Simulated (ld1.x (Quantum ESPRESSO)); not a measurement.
# Transferability test, TM potential for Ca

```
Element                 : calcium
Generator               : ld1.x (Quantum ESPRESSO) 7.5
Type                    : norm-conserving Troullier–Martins (Kleinman–Bylander form)
Functional              : LDA (PZ)
Relativity              : scalar-relativistic
Frozen core             : [Ar]
Valence charge          : 2
Reference configuration : 3d0 4s1.5 4p0.5
Partial waves           : 4s (bound): rc 3.20 bohr; 3d (bound, empty): rc 2.85 bohr; 4p (bound): rc 3.95 bohr
Local potential         : the p channel
Core correction         : none
```

Energies are relative to the spin-unpolarised reference configuration 3d0 4s1.5 4p0.5; without spin polarisation the order of configurations can differ from experiment. Spin-polarised rows fill each open shell by Hund’s rule, majority spin first. The frozen-core shift is the all-electron ΔE with the core orbitals held at their reference shape minus the fully relaxed ΔE.

```json
{"valence configuration": "3d0 4s2 4p0", "charge": "0", "ΔE all-electron (eV)": "-1.229", "error AE − PS (meV)": "+3.4", "frozen-core shift (meV)": "+0.7"}
{"valence configuration": "3d0 4s1 4p0", "charge": "+1", "ΔE all-electron (eV)": "5.234", "error AE − PS (meV)": "+24", "frozen-core shift (meV)": "+5.5"}
{"valence configuration": "3d0 4s1.5 4p0", "charge": "+0.5", "ΔE all-electron (eV)": "1.338", "error AE − PS (meV)": "+1.7", "frozen-core shift (meV)": "+0.2"}
{"valence configuration": "3d0 4s1 4p1", "charge": "0", "ΔE all-electron (eV)": "1.262", "error AE − PS (meV)": "+3.9", "frozen-core shift (meV)": "+0.8"}
{"valence configuration": "3d1 4s1 4p0", "charge": "0", "ΔE all-electron (eV)": "1.013", "error AE − PS (meV)": "+642", "frozen-core shift (meV)": "n/a"}
{"valence configuration": "3d0 4s0 4p1", "charge": "+1", "ΔE all-electron (eV)": "8.356", "error AE − PS (meV)": "+91", "frozen-core shift (meV)": "+20"}
{"valence configuration": "3d0 4s1.5 4p0.5 (spin-polarised)", "charge": "0", "ΔE all-electron (eV)": "-0.106", "error AE − PS (meV)": "+15", "frozen-core shift (meV)": "+0.4"}
{"valence configuration": "3d0 4s1 4p0 (spin-polarised)", "charge": "+1", "ΔE all-electron (eV)": "5.026", "error AE − PS (meV)": "+106", "frozen-core shift (meV)": "+8.3"}
```

(1) What are ΔE and the potential's error for 3d1 4s0 4p0?

Answers

(1) ΔE = 6.571 eV all-electron; the error (AE − PS) is +971 meV.
